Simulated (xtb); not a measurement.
CH₄OSSn, SMILES C[O][Sn][SH] (connectivity only; charge and spin as stated), neutral, multiplicity 1. All values are semi-empirical tight-binding results from xtb (GFN2-xTB unless named), good for trends rather than for accurate numbers. Coordinates come from a GFN2-xTB optimisation. The structure was generated by enumeration; whether it is a known compound was not checked. One conformer was computed; it need not be the lowest.

Optimised geometry:

```xyz
8

Sn     0.2537     0.0584     0.6897
O     -1.4066    -0.9037     0.0950
C     -2.1609    -1.2108    -1.0469
H     -3.1596    -0.7808    -0.9436
H     -1.6980    -0.8180    -1.9550
H     -2.2505    -2.2959    -1.1349
S      1.0320     0.8724    -1.4897
H      2.1282     1.5108    -1.0965
```
Charge 0, spin multiplicity 1.

For metal compounds this method's bond lengths and energies can be far off.

Computed properties:
point group as xtb finds it: Cs
orbital gap: 3.53 eV
zero-point energy: 29.8 kcal/mol
G − E(el) at 298.15 K (modified RRHO): 9.0 kcal/mol

Computed atomic charges and the Wiberg bond orders between heavy atoms:
charges (e) Sn1 0.45, O2 -0.44, C3 0.06, H4 0.03, H5 0.03, H6 0.03, S7 -0.35, H8 0.19. Bond orders Sn1–O2 1.16, O2–C3 0.99, Sn1–S7 1.27.
